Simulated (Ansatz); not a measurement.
`O[Si]([SiH3])(S)Cl` → silanol + `S[Si]Cl` at 400 K and 1 bar (silylene formation by 1,1-elimination).

Gas-phase electronic energies from Ansatz, PBE0-D4/def2-TZVP geometries. CCSD(T)/CBS is the MP2 limit (def2-TZVPP, def2-QZVPP) plus CCSD(T) − MP2 in def2-TZVPP, frozen cores. This one scheme is used for every species. One conformer a species, not always the lowest.

```json
{"species": "`O[Si]([SiH3])(S)Cl`", "CCSD(T)/CBS energy (Eh)": "-1514.02592", "H − E (kJ/mol)": "175.8", "S (J/(mol·K))": "436.5"}
{"species": "`O[SiH3]`", "CCSD(T)/CBS energy (Eh)": "-366.69042", "H − E (kJ/mol)": "120.0", "S (J/(mol·K))": "276.4"}
{"species": "`S[Si]Cl`", "CCSD(T)/CBS energy (Eh)": "-1147.27659", "H − E (kJ/mol)": "50.3", "S (J/(mol·K))": "312.1"}
```

H − E and S are ideal-gas, rigid-rotor, harmonic terms from PBE0-D4/def2-TZVP, for one conformer and one mirror image of each species. 1 Eh = 2625.50 kJ/mol, R = 8.31446 J/(mol·K).

**Question.** By hand: ΔE, ΔH, ΔS and ΔG.

**Answer.** ΔE = (-366.69042) + (-1147.27659) − (-1514.02592) = 0.05891 Eh = 154.7 kJ/mol. Δ(H − E) = 120.0 + 50.3 − 175.8 = -5.5, so ΔH = 149.2 kJ/mol. ΔS = 276.4 + 312.1 − 436.5 = 152.0 J/(mol·K). ΔG = 149.2 − 400 × (152.0)/1000 = 88.4 kJ/mol.

**Question.** By hand: the equilibrium constant, and the temperature at which ΔG would vanish if ΔH and ΔS stayed fixed.

**Answer.** log₁₀ K = −ΔG/(RT ln 10) = -11.5. ΔG = 0 at ΔH/ΔS = 982 K.

The number of gas molecules changes by +1, which sets the sign of ΔS. A doubt of 5 kJ/mol in ΔE shifts log₁₀ K by 0.7 here. Other conformers and mirror images would add mixing entropy, several J/(mol·K) or more a flexible species. These are equilibria of isolated gas molecules and say nothing of rates. Largest T1 diagnostic: 0.014 (customary marks: 0.02 for closed shells, 0.045 for open ones).
